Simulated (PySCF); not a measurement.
PySCF input (M06-2X/def2-TZVPD):

```python
from pyscf import gto, scf, dft

mol = gto.M(
    atom='''
    B    -0.47385476   -0.09623639    0.04129655
    Cl    0.21204896    1.52353839   -0.54337814
    Cl    0.87262152   -1.30324985    0.44884886
    C    -1.86637075   -0.37904607    0.16265464
    H    -2.23867303   -1.33893063    0.50861760
    H    -2.63322690    0.34948385   -0.08403041
    ''',
    basis='def2-tzvpd',
    charge=-1,
    spin=0,
    verbose=4,
)

mf = dft.RKS(mol, xc='m062x').density_fit(auxbasis='def2-universal-jkfit')
mf.grids.level = 4
mf.conv_tol = 1e-9
mf.max_cycle = 100
mf.max_memory = 1500
mf.kernel()
if not mf.converged:
    mf = mf.newton()
    mf.kernel(mf.make_rdm1())
mf.analyze()
```

End of the output:

```
Extra cycle  E= -984.675931072254  delta_E= -1.07e-11  |g|= 5.51e-06  |ddm|= 1.65e-05
converged SCF energy = -984.675931072254
**** SCF Summaries ****
Total Energy =                        -984.675931072254457
Nuclear Repulsion Energy =             165.588107646861886
One-electron Energy =                -1696.266532286696929
Two-electron Energy =                  546.002493567580473
Two-electron Coulomb Energy =          612.958093064410264
DFT Exchange-Correlation Energy =      -66.955599496829819
HOMO-LUMO gap [eV] =                     5.192191642287079
**** MO energy ****
MO #1   energy= -102.442197369098  occ= 2
MO #2   energy= -102.44218920728   occ= 2
MO #3   energy= -10.2996007869905  occ= 2
MO #4   energy= -9.60601547343301  occ= 2
MO #5   energy= -9.60600826624879  occ= 2
MO #6   energy= -7.32655597859261  occ= 2
MO #7   energy= -7.32654945336181  occ= 2
MO #8   energy= -7.32394086648244  occ= 2
MO #9   energy= -7.32393375372093  occ= 2
MO #10  energy= -7.32375454820992  occ= 2
MO #11  energy= -7.32374772854773  occ= 2
MO #12  energy= -6.88927023739583  occ= 2
MO #13  energy= -0.74204134471934  occ= 2
MO #14  energy= -0.710538148080108 occ= 2
MO #15  energy= -0.552824587710315 occ= 2
MO #16  energy= -0.355396010997545 occ= 2
MO #17  energy= -0.300692821035117 occ= 2
MO #18  energy= -0.265371509468586 occ= 2
MO #19  energy= -0.235306335654734 occ= 2
MO #20  energy= -0.233040553961814 occ= 2
MO #21  energy= -0.196966232032886 occ= 2
MO #22  energy= -0.191989871077336 occ= 2
MO #23  energy= -0.179483503411206 occ= 2
MO #24  energy= -0.0673567279238512 occ= 2
MO #25  energy= 0.123452797120955  occ= 0
MO #26  energy= 0.136454031383476  occ= 0
MO #27  energy= 0.154076393488204  occ= 0
MO #28  energy= 0.161114368149337  occ= 0
MO #29  energy= 0.169604840283228  occ= 0
MO #30  energy= 0.173845212624045  occ= 0
MO #31  energy= 0.176146479719311  occ= 0
MO #32  energy= 0.193998000133655  occ= 0
MO #33  energy= 0.242180860652041  occ= 0
MO #34  energy= 0.252097168917824  occ= 0
MO #35  energy= 0.258678311009236  occ= 0
MO #36  energy= 0.28770981411687   occ= 0
MO #37  energy= 0.291045674280393  occ= 0
MO #38  energy= 0.300326074673152  occ= 0
MO #39  energy= 0.314390153186551  occ= 0
MO #40  energy= 0.314724450835621  occ= 0
MO #41  energy= 0.339188204058563  occ= 0
MO #42  energy= 0.342348477019058  occ= 0
MO #43  energy= 0.34536248869348   occ= 0
MO #44  energy= 0.353709512792535  occ= 0
MO #45  energy= 0.381814744079313  occ= 0
MO #46  energy= 0.386614980509598  occ= 0
MO #47  energy= 0.394102220709456  occ= 0
MO #48  energy= 0.397770897529693  occ= 0
MO #49  energy= 0.402077618698296  occ= 0
MO #50  energy= 0.427731084624804  occ= 0
MO #51  energy= 0.431867080684001  occ= 0
MO #52  energy= 0.439933852088621  occ= 0
MO #53  energy= 0.443832823538647  occ= 0
MO #54  energy= 0.444465592701862  occ= 0
MO #55  energy= 0.450837586582672  occ= 0
MO #56  energy= 0.467576036617759  occ= 0
MO #57  energy= 0.474478002476066  occ= 0
MO #58  energy= 0.486447148654224  occ= 0
MO #59  energy= 0.490618819448648  occ= 0
MO #60  energy= 0.496192282278317  occ= 0
MO #61  energy= 0.517338968160158  occ= 0
MO #62  energy= 0.534488669762356  occ= 0
MO #63  energy= 0.541689532231918  occ= 0
MO #64  energy= 0.566682217189694  occ= 0
MO #65  energy= 0.573564052562169  occ= 0
MO #66  energy= 0.610453075053277  occ= 0
MO #67  energy= 0.612309253868224  occ= 0
MO #68  energy= 0.625659048662503  occ= 0
MO #69  energy= 0.647348532269548  occ= 0
MO #70  energy= 0.670555130698636  occ= 0
MO #71  energy= 0.673017480675567  occ= 0
MO #72  energy= 0.706641850709307  occ= 0
MO #73  energy= 0.738647416544287  occ= 0
MO #74  energy= 0.740652366446025  occ= 0
MO #75  energy= 0.741091465578249  occ= 0
MO #76  energy= 0.760350762437603  occ= 0
MO #77  energy= 0.79530404306641   occ= 0
MO #78  energy= 0.812320570294318  occ= 0
MO #79  energy= 0.830069332962521  occ= 0
MO #80  energy= 0.839926287967732  occ= 0
MO #81  energy= 0.849479759946864  occ= 0
MO #82  energy= 0.855518889656719  occ= 0
MO #83  energy= 0.864021588813048  occ= 0
MO #84  energy= 0.870515481496247  occ= 0
MO #85  energy= 0.874634001119752  occ= 0
MO #86  energy= 0.89003494660111   occ= 0
MO #87  energy= 0.929800264982414  occ= 0
MO #88  energy= 0.930812540224002  occ= 0
MO #89  energy= 0.969999061724579  occ= 0
MO #90  energy= 0.980791434488493  occ= 0
MO #91  energy= 1.0086437913367    occ= 0
MO #92  energy= 1.01789336779953   occ= 0
MO #93  energy= 1.02264399128468   occ= 0
MO #94  energy= 1.06165752635713   occ= 0
MO #95  energy= 1.06748806013272   occ= 0
MO #96  energy= 1.1852403693379    occ= 0
MO #97  energy= 1.23782282980812   occ= 0
MO #98  energy= 1.27160370729275   occ= 0
MO #99  energy= 1.29718457383457   occ= 0
MO #100 energy= 1.30645374726165   occ= 0
MO #101 energy= 1.3248733568548    occ= 0
MO #102 energy= 1.34175217861306   occ= 0
MO #103 energy= 1.35087532031639   occ= 0
MO #104 energy= 1.47520556532803   occ= 0
MO #105 energy= 1.53891976193656   occ= 0
MO #106 energy= 1.57930403959631   occ= 0
MO #107 energy= 1.64244115769513   occ= 0
[...]
```

It need not be the lowest isomer of its formula. Whether it binds its extra electron was not tested at this geometry.
